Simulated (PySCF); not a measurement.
Species: C2H3BF2Ge.
InChI=1S/C2H3BF2Ge/c1-2-6-3(4)5/h1H,6H2

Theory: TDDFT CAM-B3LYP/def2-SVPD, vertical, gas phase, core orbitals frozen in the response in PySCF. The structure is a single PBE0-D3(BJ)/def2-SVP conformer in the gas phase; no vibrational or solvent corrections. Relativistic effects, spin–orbit coupling among them, are left out although an element past zinc is present. Torsions of this conformer, `[CH:1]#[C:2][GeH2:3][B:4]([F:5])[F:6]`: C2–Ge3–B4–F5 121°.

Computed states:

```json
{"state": "S1", "E (eV)": "5.97", "f": "0.0083"}
{"state": "S2", "E (eV)": "6.13", "f": "0.019"}
{"state": "S3", "E (eV)": "6.26", "f": "0.0018"}
{"state": "S4", "E (eV)": "6.59", "f": "0.030"}
{"state": "S5", "E (eV)": "7.03", "f": "0.0051"}
{"state": "S6", "E (eV)": "7.45", "f": "0.0026"}
{"state": "S7", "E (eV)": "7.62", "f": "0.012"}
{"state": "S8", "E (eV)": "7.69", "f": "0.0024"}
{"state": "S9", "E (eV)": "8.25", "f": "0.0031"}
{"state": "S10", "E (eV)": "8.35", "f": "0.049"}
```

Each state is given a Gaussian of 0.3 eV full width at half maximum, with ε(max) = 2.175×10⁸ f / Δν̃ (Δν̃ the width in cm⁻¹). The width is an assumption, not a result. The curve ends short of the highest state used, and states not computed would add to its high-energy end.

Question: Give the broadened spectrum and its maxima.

Answer: 
(λ (nm), ε (L mol⁻¹ cm⁻¹)): (160.0, 834), (162.2, 1322), (164.4, 1193), (166.7, 666), (168.9, 289), (171.1, 181), (173.4, 299), (175.6, 447), (177.8, 454), (180.1, 447), (182.3, 809), (184.5, 1666), (186.7, 2513), (189.0, 2610), (191.2, 1933), (193.4, 1194), (195.7, 962), (197.9, 1285), (200.1, 1803), (202.3, 2127), (204.6, 2065), (206.8, 1699), (209.0, 1214), (211.3, 739), (213.5, 397), (215.7, 183), (218.0, 68), (220.2, 22), (222.4, 6), (224.6, 2)

Maxima: 203 nm (6.11 eV), ε about 2200, made up of S1 (19%) and S2 (77%); 188 nm (6.59 eV), ε about 2700, made up of S4 (100%); 177 nm (7.02 eV), ε about 470, made up of S5 (98%); 163 nm (7.61 eV), ε about 1400, made up of S7 (79%) and S8 (13%) (ε in L mol⁻¹ cm⁻¹; maxima over ε = 5, shares over 10%).

Question: What would ε be at 6.59 eV, the highest of these maxima, with half the width (0.15 eV)?

Answer: About 5360 L mol⁻¹ cm⁻¹ against 2690, a factor of about 1.99; a lone state at its own centre would give exactly 2.

Question: Coming from long wavelengths, where does ε first pass 100 L mol⁻¹ cm⁻¹?

Answer: At about 217 nm (5.71 eV), 0.26 eV below S1.

Question: On this curve, what absorbance would a 10⁻⁵ mol/L sample give at 222 nm over a 1 cm path?

Answer: 222 nm is 5.585 eV, where ε is about 8 L mol⁻¹ cm⁻¹, so A = ε c l ≈ 8e-05 (Beer–Lambert, with the gas-phase spectrum and the assumed width).

All these states lie below the vertical ionisation energy of 10.42 eV (ΔSCF).

Hardware: one thread of an Arm Neoverse N1, on a shared host. Cost: 3.4 min (with the writing of density and orbital grids), 0.81 GiB resident at most.
